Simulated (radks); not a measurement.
Species: W8+. Configuration: [Kr] 4d10 4f14 5s2 5p4 (the NIST ground configuration). All-electron calculation, scalar-relativistic Kohn-Sham, PBEsol, spin-polarised, spherical densities, finite nucleus; open shells are filled with parallel spins first (spin-orbit coupling, left out, can overturn this in heavy ions); Fermi nuclear charge, rms radius 5.3658 fm. Program: a radial shooting solver on a logarithmic mesh with Libxc functionals.

Unscreened Slater integrals over Kohn-Sham orbitals (eV). They are taken over the spin-up orbitals. Empty in this configuration: 5d.

\begin{tabular}{lr}
integral & value \\ \hline
F0(4f,4f) & 42.187 \\
F2(4f,4f) & 20.518 \\
F4(4f,4f) & 12.967 \\
F6(4f,4f) & 9.3552 \\
F0(4f,5p) & 25.734 \\
F2(4f,5p) & 8.5843 \\
G2(4f,5p) & 3.7218 \\
G4(4f,5p) & 3.0653 \\
F0(4f,5s) & 28.213 \\
G3(4f,5s) & 4.4725 \\
F0(4f,5d) & 21.841 \\
F2(4f,5d) & 6.0780 \\
F4(4f,5d) & 3.0446 \\
G1(4f,5d) & 2.3463 \\
G3(4f,5d) & 2.1670 \\
G5(4f,5d) & 1.7240 \\
F0(5p,5p) & 21.290 \\
F2(5p,5p) & 11.637 \\
F0(5p,5s) & 22.429 \\
G1(5p,5s) & 15.193 \\
F0(5p,5d) & 19.048 \\
F2(5p,5d) & 9.9643 \\
G1(5p,5d) & 12.159 \\
G3(5p,5d) & 7.6805 \\
F0(5s,5s) & 23.856 \\
F0(5s,5d) & 19.769 \\
G2(5s,5d) & 8.3746 \\
F0(5d,5d) & 17.499 \\
F2(5d,5d) & 9.4674 \\
F4(5d,5d) & 6.4493 \\
\end{tabular}

Derived for the open shells (J is the average intra-shell exchange parameter used in DFT+U). 5p: J = F2/5 = 2.327 eV.
